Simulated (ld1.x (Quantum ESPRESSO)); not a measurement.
**Scattering properties, PAW potential for thulium (Tm)**

```
Element                 : thulium (Tm)
Generator               : ld1.x (Quantum ESPRESSO) 7.5
Type                    : PAW
Functional              : BLYP
Relativity              : scalar-relativistic
Frozen core             : [Kr] 4d10
Valence charge          : 23
Reference configuration : 4f13 5s2 5p6 5d1 6s1 6p0
Partial waves           : 5s (bound): rcut 1.60, rcutus 1.90 bohr; 6s (bound): rcut 1.60, rcutus 1.90 bohr; 5p (bound): rcut 2.40, rcutus 2.75 bohr; 6p (bound, empty): rcut 2.40, rcutus 2.75 bohr; 5d (bound): rcut 2.40, rcutus 3.15 bohr; 5d channel at 1.6 Ry: rcut 2.40, rcutus 3.15 bohr; 4f (bound): rcut 1.00, rcutus 1.15 bohr; 4f channel at 3.75 Ry: rcut 1.00, rcutus 1.15 bohr
Local potential         : all-electron potential smoothed inside 2.40 bohr (lloc = -1)
Core correction         : Bessel-smoothed model core, default radius (core density twice the valence density)
Augmentation charge     : BESSEL, radius 1.00 bohr
```

The phase is arctan(r·u′/u) with u = r·R(r), unwrapped; energies in Ry, scanned from -6 to 5 Ry. A pole is an energy at which the radial function vanishes at the test radius. The pseudo phase is shifted by a multiple of π to meet the all-electron one at the reference energy, and phase errors are pseudo minus all-electron; the curves can meet again beyond the range given. Levels narrower than the energy grid can be missing from the lists of poles.

```tsv
channel	radius (bohr)	reference energy (Ry)	poles, all-electron	poles, pseudo	unbroken range about the reference energy with phases within 0.05 rad	phase error 1 Ry above the reference energy (rad)
s	3.40	-0.28	-3.86, 1.08	-3.87, 1.02, 4.51	below 1.9	-0.007
p	3.40	-0.08	-1.90, 2.12	-1.90, 1.03	below 0.2	-0.257
d	3.40	-0.05	0.45, 4.07	0.40, 2.54	below 1.8	-0.027
f	3.40	-0.19	-0.17, 2.70	-0.17, 2.71	the whole range	+0.002
```

The ghost test of this file was not conclusive. Its overlap operator is not positive definite in a basis up to 400 Ry (lowest eigenvalue s -0.94, p -0.26, d -0.50), so the file is unfit for use: the generalised eigenproblem breaks down once the basis is large enough, and its test numbers describe a broken file.

Phases in the f channel:

```
E (Ry)  all-electron  pseudo
 -6.00         1.456   1.456
 -5.74         1.454   1.454
 -5.48         1.451   1.451
 -5.22         1.448   1.448
 -4.96         1.446   1.446
 -4.70         1.442   1.442
 -4.44         1.439   1.439
 -4.18         1.436   1.436
 -3.92         1.432   1.432
 -3.66         1.428   1.428
 -3.40         1.423   1.423
 -3.14         1.418   1.418
 -2.88         1.413   1.413
 -2.62         1.407   1.407
 -2.36         1.399   1.399
 -2.10         1.392   1.392
 -1.84         1.383   1.383
 -1.58         1.372   1.372
 -1.32         1.359   1.359
 -1.06         1.344   1.344
 -0.80         1.324   1.324
 -0.54         1.296   1.296
 -0.28         1.223   1.223
 -0.02        -1.869  -1.869
  0.24        -1.943  -1.943
  0.50        -2.038  -2.037
  0.76        -2.207  -2.205
  1.02        -2.585  -2.581
  1.28        -3.409  -3.403
  1.54        -4.107  -4.104
  1.80        -4.402  -4.401
  2.06        -4.544  -4.543
  2.32        -4.629  -4.628
  2.58        -4.689  -4.688
  2.84        -4.737  -4.737
  3.10        -4.781  -4.781
  3.36        -4.829  -4.828
  3.62        -4.886  -4.886
  3.88        -4.970  -4.970
  4.14        -5.125  -5.125
  4.40        -5.532  -5.528
  4.66        -6.651  -6.637
  4.92        -7.341  -7.333
```
